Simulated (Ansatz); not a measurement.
Cost and result for the atomization energy of CH₈GeInN, SMILES `C[N]([GeH3])[InH2]` (12 atoms, 11 bonds).

Cartesian coordinates in Å:
```
C -0.4045 -0.8410 1.1783
N -0.0869 -0.1081 -0.0353
Ge 1.0249 1.3319 0.2028
In -0.8379 -0.6709 -1.8348
H -0.9117 -0.2117 1.9234
H -1.0691 -1.6852 0.9691
H 0.4926 -1.2525 1.6622
H 1.2493 1.9823 -1.1718
H 2.3718 0.8743 0.8084
H 0.3864 2.3455 1.1801
H -1.8414 -2.0560 -1.7137
H -0.3736 0.2914 -3.1688
```

Total charge 0; spin multiplicity 1. Correlated methods include outer-core shells of Ge, In, which these sets cover unevenly. Scalar relativity is left out up to krypton. In: def2 effective core potential. Geometry: relaxed with PBE0-D4/def2-TZVP. Program: Ansatz. All runs use 2 threads of an AMD EPYC 7R13 on a shared host and a share of an NVIDIA H100 80 GB. Times are those of one run each, without the atoms' runs, and a repeat can differ threefold. Electronic energies, without spin–orbit coupling; frozen cores. CCSD(T)/CBS adds CCSD(T) − MP2 in def2-TZVPP to the MP2 limit, and its time is that of the two runs behind it. T1 = 0.015. With those shells the extrapolation isn't a true limit. B3LYP takes the VWN-RPA correlation (the form of Gaussian; ORCA's B3LYP/G). HSE06 is the plane-wave form, built on full-range PBE exchange.

CCSD(T)/CBS is a level of theory with its own doubt, some kJ/mol a heavy atom from the limit and from the frozen cores, so smaller differences don't rank the functionals.

```
                             level  functions  wall time  atomization (kcal/mol)  difference from CCSD(T)/CBS  per bond
             r2SCANh-D4/def2-TZVPP        272      3.3 s                   827.0                        -11.7      -1.1
           CAM-B3LYP-D4/def2-TZVPP        272      3.3 s                   837.5                         -1.2      -0.1
r2SCAN-D4/def2-TZVPP (with forces)        272      3.4 s                   831.3                         -7.4      -0.7
               HSE06-D4/def2-TZVPP        272      3.5 s                   826.2                        -12.5      -1.1
                 B2PLYP/def2-TZVPP        272      3.9 s                   820.7                        -18.0      -1.6
                  CCSD(T)/def2-SVP        126      3.9 s                   785.3                        -53.4      -4.9
 B3LYP-D4/def2-TZVPP (with forces)        272      4.6 s                   830.4                         -8.3      -0.8
               PBE-QIDH/def2-TZVPP        272      4.9 s                   824.1                        -14.6      -1.3
                    MP2/def2-QZVPP        525      4.9 s                   826.2                        -12.5      -1.1
  ωB97M-V/def2-TZVPP (with forces)        272      5.5 s                   833.5                         -5.2      -0.5
                CCSD(T)/def2-TZVPP        272        6 s                   819.2                        -19.5      -1.8
                ωB97X-V/def2-TZVPP        272      6.5 s                   841.1                          2.4       0.2
                 CCSD(T)/CBS(def2)          –       11 s                   838.7                          0.0       0.0
```

At CCSD(T), def2-SVP lies −53.4 kcal/mol from the extrapolated value and def2-TZVPP −19.6 kcal/mol: correlation converges slowly with the basis, and small sets miss more of it in the bonded molecule than in its fragments. The D4 term adds +10.4 kcal/mol with B3LYP and +5.5 kcal/mol with PBE0; it sums over pairs of atoms, weighted by their polarisabilities, and B3LYP, whose exchange is more repulsive, gets the larger term. From r2SCAN to r2SCAN0 (25 % exact exchange), in def2-TZVPP and without D4, the atomization energy moves by −10.5 kcal/mol: exact exchange takes away binding that semilocal exchange gives to molecules.

Spin–orbit coupling would lower the free In atoms strongly, and the atomization energy with them, by more than many differences here. For some Ge, Se and Sn compounds the MP2-based and the directly extrapolated limit differ by 10 to 25 kJ/mol.
